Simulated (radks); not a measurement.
Re74+, 1 electrons, occupied as 1s1. All-electron calculation, scalar-relativistic Kohn-Sham, exchange-only LDA, spin-polarised, spherical densities, point nucleus; open shells are filled with parallel spins first (spin-orbit coupling, left out, can overturn this in heavy ions). Program: a radial shooting solver on a logarithmic mesh with Libxc functionals.

Normalised radial functions P(r) = r R(r), r in bohr:

| r | 1s up |
|---|---|
| 0.0007179 | 1.4607 |
| 0.0008982 | 1.7382 |
| 0.001124 | 2.0614 |
| 0.001406 | 2.4343 |
| 0.001759 | 2.8595 |
| 0.0022 | 3.3366 |
| 0.002731 | 3.8418 |
| 0.003417 | 4.4015 |
| 0.004274 | 4.9782 |
| 0.005348 | 5.5402 |
| 0.00669 | 6.0424 |
| 0.00837 | 6.4257 |
| 0.01047 | 6.6208 |
| 0.013 | 6.5649 |
| 0.01626 | 6.2007 |
| 0.02034 | 5.5083 |
| 0.02545 | 4.5318 |
| 0.03184 | 3.3872 |
| 0.03983 | 2.2453 |
| 0.04983 | 1.2809 |
| 0.06185 | 0.6243 |

1s up: eigenvalue -82711 eV, 0 radial nodes, <r> = 0.0178 bohr, 90 % of the charge inside 0.0325 bohr.
